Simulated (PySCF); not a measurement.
Chain-length series, n-germane silyl/silyl (end groups after the name). All species are isolated molecules in the gas phase. One relaxed conformer stands for each flexible species; it need not be the lowest. Strings in code marks are SMILES.

The brightest of the four lowest singlets (TDA) from two functionals at the same geometries (r2SCAN-D4/def2-SVP), both in PySCF: PBE-D3(BJ)/def2-TZVP and r2SCAN-D4/def2-TZVP. Excitations are Tamm–Dancoff values on a coarser integration grid. The basis has no diffuse functions, so Rydberg states are missing or too high.

```
species                                                                                        PBE-D3(BJ)/def2-TZVP (eV)  r2SCAN-D4/def2-TZVP (eV)
---------------------------------------------------------------------------------------------  -------------------------  ------------------------
n = 1 (`[SiH3][GeH2][SiH3]`)                                                                                        6.60                      7.08
n = 3 (`[SiH3][GeH2][GeH2][GeH2][SiH3]` (Si–Ge–Ge–Ge torsion 175°, Ge–Ge–Ge–Si torsion 178°))                       5.61                      5.99
n = 6 (`[SiH3][GeH2][GeH2][GeH2][GeH2][GeH2][GeH2][SiH3]`)                                                          4.75                      5.10
n = 7 (`[SiH3][GeH2][GeH2][GeH2][GeH2][GeH2][GeH2][GeH2][SiH3]`)                                                    4.56                      4.90
```

Over these rows, drawn at random from the members with no instability flagged (it was tested for open shells, ions and some series alone), PBE minus r2SCAN-D4: mean -0.39 eV, from -0.49 eV to -0.34 eV.
